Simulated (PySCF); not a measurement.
## TDDFT excited states: C2H3Cl2In

Species: InCl2(vinyl), C2H3Cl2In.
Structure used (PBE0-D3(BJ)/def2-SVP), in Å, numbered top down from 1:
```
atom  x, y, z in Å
In1    0.820    1.164   -0.388
Cl2    3.163    1.222   -0.324
Cl3   -0.057    3.335   -0.381
C4    -0.352   -0.610   -0.432
C5    -0.863   -1.176    0.664
H6    -0.527   -1.069   -1.411
H7    -0.728   -0.769    1.671
H8    -1.456   -2.097    0.601
```

Computed with TDDFT wB97X-D/def2-SVPD, vertical, gas phase, core orbitals frozen in the response, def2 core potentials past Kr (PySCF). Spin–orbit coupling is left out.

Problem. What does the calculation give for the low-lying excited states?

Solution. 

```tsv
state	E (eV)	λ (nm)	ν̃ (cm⁻¹)	f	main configurations (H = HOMO, L = LUMO)
S1	5.77	214.9	46540	0.021	H→L+1 (55%), H-1→L (24%), H→L (13%)
S2	5.78	214.3	46660	0.015	H-1→L (56%), H→L+1 (19%), H→L (9%)
S3	5.90	210.1	47590	0.130	H→L (54%), H→L+1 (19%), H-2→L (9%)
S4	5.93	209.2	47790	0.0038	H-3→L (86%)
S5	5.94	208.8	47880	0.056	H-2→L (56%), H-3→L (8%)
S6	6.06	204.5	48900	0.0001	H-2→L+1 (49%), H-1→L+1 (48%)
S7	6.21	199.5	50110	0.0029	H-2→L+1 (37%), H-1→L+1 (34%), H→L+2 (11%)
S8	6.31	196.6	50870	0.040	H-4→L (91%)
S9	6.40	193.8	51600	0.0007	H→L+2 (48%), H-5→L+2 (11%), H-1→L+1 (9%)
S10	6.50	190.7	52440	0.047	H-3→L+1 (62%), H-6→L (12%), H→L+2 (10%)
```

Triplets, Tamm–Dancoff:

```csv
state,E (eV),λ (nm),"main configurations (H = HOMO, L = LUMO)"
T1,4.43,280.0,"H-1→L+2 (50%), H-2→L+2 (34%)"
T2,5.08,244.0,H→L (90%)
T3,5.43,228.2,"H-2→L (54%), H-1→L (37%)"
T4,5.60,221.4,H→L+1 (88%)
```

The lowest singlet comes at 215 nm (557 kJ/mol) in the ultraviolet; it is weak; its leading configuration is HOMO→LUMO+1 (55%). The strongest level in the table is S3 at 5.90 eV (210 nm, f = 0.130). Löwdin shares by element: HOMO chlorine 54%, carbon 19% or more, indium 12% (atoms not listed hold the other 15%); LUMO indium 45%, chlorine 35%, carbon 14% or more. Of the 10 states listed, 6 reach f = 0.01 and 1 stays under 0.0005. The listed states span 0.73 eV, and the widest gap between neighbours is 0.15 eV (S6 to S7). Orbital energies (eV): HOMO-3 -10.87, HOMO-2 -10.70, HOMO-1 -10.66, HOMO -10.46, LUMO -0.37, LUMO+1 -0.14, LUMO+2 0.61. All these states lie below the vertical ionisation energy of 10.72 eV (ΔSCF). The window holds the lowest 10 singlets.

Time: 97 s wall. Hardware: one thread, Arm Neoverse V2, on a shared host.

One conformer stands for the species.
